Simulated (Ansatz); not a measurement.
Scan of CCl₂, singlet: symmetric bend, bond length relaxed. Scanned: Cl-C-Cl angle. Other coordinates (C-Cl bond length) were minimised at B3LYP/def2-TZVP.

The free coordinates were minimised at B3LYP/def2-TZVP in PySCF; the energy column is Ansatz (a first-principles code) with CCSD(T) on RHF/aug-cc-pVQZ, frozen core, in kJ/mol.

```
a / °  C-Cl bond length / Å      E
-----  --------------------  -----
180                   1.606      —
167                   1.616  276.8
157                   1.644  215.9
147                   1.680  145.9
137                   1.694   84.8
127                   1.702   37.4
117                   1.712    7.4
107                   1.730    0.0
97                    1.764   22.8
87                    1.821   87.0
80                    1.884  164.3
```

A dash means that the run gave no value there, or that the column was ended at a point which the program doubted or which failed a test of continuity chosen for this set; such a test can also cut sound points.
